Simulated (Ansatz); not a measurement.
Geometry optimisation, RKS PBE0-D4/def2-SVP in Ansatz 0.2.0.

The input (input.yaml):

```yaml
crystal:
  periodic: [false, false, false]
  atoms:
    - { symbol: B, position_ang: [0.0, 0.0, 0.0] }
    - { symbol: "N", position_ang: [0.0, 0.0, 1.55] }
    - { symbol: H, position_ang: [-0.877, -0.2713, 2.08] }
    - { symbol: H, position_ang: [0.877, 0.2713, 2.08] }
    - { symbol: C, position_ang: [1.3856, 0.0, -0.8] }
    - { symbol: H, position_ang: [1.7152, -1.0462, -0.9702] }
    - { symbol: H, position_ang: [1.2491, 0.508, -1.7774] }
    - { symbol: H, position_ang: [2.1552, 0.5381, -0.2082] }
    - { symbol: "N", position_ang: [-1.3423, 0.0, -0.775] }
    - { symbol: H, position_ang: [-2.0112, -0.8164, -0.6764] }
    - { symbol: H, position_ang: [-1.5914, 0.8164, -1.4036] }
basis:
  gaussian: { orbitals: def2-SVP }
hamiltonian:
  xc: pbe0
  dispersion: d4
relax:
  f_tol: 0.02
  max_steps: 40
output:
  orbitals: {}
```

Command:

```bash
$ ansatz run input.yaml --threads 2 --pin off --max-ram 3072MiB --backend cpu --events-out ev --progress --plain --runs-dir out
```

Q: Where does it end, and by what steps?

A: The run converged. After 9 steps the energy has fallen by 1.457 eV; H11 moved furthest, 0.88 Å.

| step | energy less start (eV) | largest force component (eV/Å) | accepted |
| --- | --- | --- | --- |
| 0 | 0.0000 | 2.553 | yes |
| 1 | -0.8613 | 1.126 | yes |
| 2 | -1.1711 | 0.900 | yes |
| 3 | -1.3423 | 0.473 | yes |
| 4 | -1.4307 | 0.258 | yes |
| 5 | -1.4538 | 0.132 | yes |
| 6 | -1.4561 | 0.060 | yes |
| 7 | -1.4567 | 0.039 | yes |
| 8 | -1.4567 | 0.022 | yes |
| 9 | -1.4567 | 0.006 | yes |

```xyz
11
Properties=species:S:1:pos:R:3
B -0.040 0.000 0.023
N -0.029 -0.101 1.438
H -0.856 -0.215 2.007
H 0.827 -0.082 1.971
C 1.333 0.120 -0.767
H 1.716 -0.883 -1.021
H 1.226 0.671 -1.715
H 2.116 0.623 -0.177
N -1.263 -0.031 -0.694
H -2.171 -0.140 -0.266
H -1.298 0.039 -1.700
```

Time of the run: 24 s on 2 threads of AMD EPYC 7R43 64-Core Processor (Zen 3) (shared host), peak memory 0.17 GiB.
